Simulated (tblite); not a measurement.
Species: C₃H₁₀GeSSi₂.
Structure used (GFN2-xTB), in Å, numbered top down from 1:
```
atom  x, y, z in Å
Si1   -1.9907   -1.7758    0.7518
C2    -2.0629   -0.1418   -0.2193
Si3   -1.0089    1.2490    0.5227
S4    -1.1376    3.0409   -0.6959
C5     0.7671    0.7267    0.5361
C6     1.9317    0.3951    0.4939
Ge7    3.7459   -0.1439    0.4498
H8    -2.4607   -1.5357    2.1169
H9    -0.6103   -2.2581    0.7778
H10   -2.8560   -2.7582    0.0945
H11   -3.0992    0.1931   -0.2816
H12   -1.7448   -0.3292   -1.2466
H13   -1.4405    1.7112    1.8352
H14   -0.6623    2.4950   -1.8049
H15    3.8707   -1.4561    1.1473
H16    4.1731   -0.2850   -0.9721
H17    4.5785    0.8848    1.1341
```

Level: GFN2-xTB in tblite, geometry and Hessian alike; calculated harmonic values, unscaled, isolated species. The method is semi-empirical: single wavenumbers can be off by several per cent or more. Modes of hydrogen on germanium, silicon and sulfur can be 10 to 20 % off. One conformer, not necessarily the lowest. The optimisation stopped once no atom felt more than 0.01 eV/Å.

Lowest wavenumbers of the output (negative numbers stand for imaginary wavenumbers):
```
mode    cm-1
  1     -21.8
  2      25.8
  3      48.1
  4      61.2
  5      85.7
  6     104.4
  7     112.2
  8     153.9
```

Task: Is this structure a minimum?

Result: Not by this Hessian. 1 mode is imaginary beyond 20i (22i cm⁻¹), so at this level the point lies at or near a first-order saddle. The curvature is small, so loose convergence or finite differences may be the whole cause.

Task: Which atoms move in the imaginary mode?

Result: 22i: H17 (Ge–H hydrogen) 33 %, H15 (Ge–H hydrogen) 33 %, H16 (Ge–H hydrogen) 32 %. These are shares of the mass-weighted motion.

Task: What is the remedy?

Result: Step along that mode in both directions, optimise again with tighter thresholds and repeat the frequencies. The zero-point energy of this point (62.5 kcal/mol) counts the 44 real modes alone, and thermal corrections from it aren't those of a minimum.
